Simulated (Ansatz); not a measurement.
Isolated molecules relaxed with PBE0-D4/def2-TZVP in Ansatz; ΔE leaves out vibrations. CCSD(T)/CBS is the MP2 limit (def2-TZVPP, def2-QZVPP) plus CCSD(T) − MP2 in def2-TZVPP, frozen cores. This one scheme is used for every species. DFT in def2-TZVPP. Each species was taken in one conformer, which may not be the lowest.

`C[SiH2]N[SiH](O)O` + H₂O → `O[SiH2]N[SiH](O)O` + CH₄  (formal hydrolysis of the Si–C bond)

```
             level  ΔE (kcal/mol)  difference from CCSD(T)/CBS
           ωB97X-V          -28.3                         -1.0
           ωB97M-V          -28.5                         -1.2
              PBE0          -26.6                          0.7
     HF/def2-TZVPP          -30.2                         -2.9
    MP2/def2-TZVPP          -28.5                         -1.2
SCS-MP2/def2-TZVPP          -28.9                         -1.6
   CCSD/def2-TZVPP          -28.1                         -0.8
     HF/def2-QZVPP          -30.1                         -2.8
      HF/CBS(def2)          -30.1                         -2.8
    CCSD/CBS(def2)          -27.3                          0.0
       CCSD(T)/CBS          -27.3                            0
```

Largest T1 diagnostic among the species: 0.012.

In def2-TZVPP, CCSD(T) changes the Hartree–Fock value by +2.1 kcal/mol (the triples alone add +0.0 kcal/mol) and MP2 by +1.7 kcal/mol.
